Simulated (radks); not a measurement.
The numbers below are computed, except where a source is named.
Q: These are the eigenvalues of the occupied orbitals of an atom or ion with whole-number occupations (hartree). Level of theory: scalar-relativistic Kohn-Sham, PBEsol, spin-polarised, spherical densities, finite nucleus; Fermi nuclear charge, rms radius of each element as measured or else 0.836 A^(1/3) + 0.57 fm (a radial shooting solver on a logarithmic mesh with Libxc functionals).

1s up: -249.7835
1s down: -249.5543
2s up: -39.62638
2s down: -39.32200
2p up: -35.75161
2p down: -35.37638
3s up: -12.58115
3s down: -12.21736
3p up: -11.38041

Which element is it, and in what charge state? The configuration may be excited. Open shells, if any, are filled with parallel spins first.

A: Z = 25, manganese, charge +11: Mn11+ in [He] 2s2 2p5 3s2 3p3. The list shows which subshells hold electrons but not how many an open one holds; the 1s level, -249.78 hartree, gives Z - s = 22.4 by -(Z - s)^2/2, which with screening and relativity narrows Z to a few neighbours, and the depths of the outer levels then fix element, charge and occupations together.
